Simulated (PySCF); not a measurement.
Molfile (atoms numbered from 1):
```
C5H13BN2
     RDKit          3D

 21 21  0  0  0  0  0  0  0  0999 V2000
   -2.5112   -0.6152    0.5874 C   0  0  0  0  0  0  0  0  0  0  0  0
   -2.1798    0.6406   -0.2062 C   0  0  0  0  0  0  0  0  0  0  0  0
   -1.0067    0.4538   -1.1682 C   0  0  0  0  0  0  0  0  0  0  0  0
    0.3893    0.1689   -0.4857 B   0  0  0  0  0  0  0  0  0  0  0  0
    0.7834    0.5420    0.8312 N   0  0  0  0  0  0  0  0  0  0  0  0
    2.0825   -0.0180    1.1471 C   0  0  0  0  0  0  0  0  0  0  0  0
    2.6791   -0.3380   -0.2339 C   0  0  0  0  0  0  0  0  0  0  0  0
    1.5109   -0.4766   -1.0804 N   0  0  0  0  0  0  0  0  0  0  0  0
   -1.6417   -0.9533    1.1738 H   0  0  0  0  0  0  0  0  0  0  0  0
   -2.7931   -1.4437   -0.0827 H   0  0  0  0  0  0  0  0  0  0  0  0
   -3.3472   -0.4528    1.2854 H   0  0  0  0  0  0  0  0  0  0  0  0
   -3.0775    0.9664   -0.7596 H   0  0  0  0  0  0  0  0  0  0  0  0
   -1.9523    1.4674    0.4911 H   0  0  0  0  0  0  0  0  0  0  0  0
   -0.8862    1.3627   -1.7869 H   0  0  0  0  0  0  0  0  0  0  0  0
   -1.2359   -0.3541   -1.8865 H   0  0  0  0  0  0  0  0  0  0  0  0
    0.1753    0.8197    1.5866 H   0  0  0  0  0  0  0  0  0  0  0  0
    2.7256    0.6758    1.7146 H   0  0  0  0  0  0  0  0  0  0  0  0
    1.9933   -0.9449    1.7486 H   0  0  0  0  0  0  0  0  0  0  0  0
    3.3009   -1.2489   -0.2037 H   0  0  0  0  0  0  0  0  0  0  0  0
    3.3342    0.4917   -0.5687 H   0  0  0  0  0  0  0  0  0  0  0  0
    1.6384   -0.6765   -2.0613 H   0  0  0  0  0  0  0  0  0  0  0  0
  1  2  1  0
  2  3  1  0
  3  4  1  0
  4  5  1  0
  5  6  1  0
  6  7  1  0
  7  8  1  0
  8  4  1  0
  1  9  1  0
  1 10  1  0
  1 11  1  0
  2 12  1  0
  2 13  1  0
  3 14  1  0
  3 15  1  0
  5 16  1  0
  6 17  1  0
  6 18  1  0
  7 19  1  0
  7 20  1  0
  8 21  1  0
M  END
```

- KT2/pcSseg-1 with gauge-including orbitals
- geometry from PBE0-D3(BJ)/def2-SVP
- program: PySCF
- no relativistic terms, isolated molecule, one averaged value for each set of equivalent atoms, single conformer

Scale: 13C and 1H vs TMS; 11B against BF3·OEt2; 15N against NH3 (reference shieldings calculated alike).

```csv
atoms,nucleus,count,δ (ppm)
B4,11B,1,27.8
H9/H10/H11,1H,3,0.92
H16/H21,1H,2,?
C6/C7,13C,2,?
H14/H15,1H,2,0.85
H12/H13,1H,2,1.43
H17/H18/H19/H20,1H,4,3.40
N5/N8,15N,2,82.1
C1,13C,1,?
C3,13C,1,15.7
C2,13C,1,23.0
```

Problem. Estimate the values marked ?.

Solution. 
- C6/C7: 48.8 ppm, sp3 CH2 bonded to N; deshielded by the electronegative neighbour
- C1: 18.0 ppm, methyl carbon; a saturated carbon with 1 carbon neighbour and no heteroatom attached
- H16/H21: 2.05 ppm, hydrogen on a nitrogen bonded to C, B, in a 5-membered ring; labile proton, position sensitive to the medium

OH/NH shifts are gas-phase values; hydrogen bonding in solution moves them, usually downfield. A carbon bonded to boron is broadened by the quadrupolar boron nucleus and is often missing from a measured spectrum. Shifts are as computed. Against solution values, carbons near 30 ppm lie about +2 ppm off and those near 130 ppm about -5 ppm. Of 1309 compounds with measured shifts, 239 miss one by over three times the rms of a fit or turn the order of signals round; such compounds aren't used in these exercises. Experimental scales use liquid or dissolved standards, which lie at an offset from isolated NH3 (liquid NH3: subtract about 20 ppm).
